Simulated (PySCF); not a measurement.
Vertical excitations of a molecule C3H3BF2O from PySCF with TDDFT-PBE/def2-SVPD, as energy in eV (oscillator strength): 4.37 (0.072), 5.88 (0.006), 6.10 (0.000), 6.26 (0.005), 6.27 (0.001), 6.31 (0.003), 6.51 (0.273), 7.25 (0.005), 7.46 (0.000), 7.63 (0.043). Lowest triplet (TDA): 2.81 eV. Geometry: PBE-D3(BJ)/def2-SVP. Other conformers were not sampled.

Q: Identify the compound among the candidates.
A) F/C=C1\CB(F)O1
B) OB1C(F)=C[C@@H]1F
C) F/C=C1\OCB1F
D) FB(F)C1=CCO1

A: D, FB(F)C1=CCO1
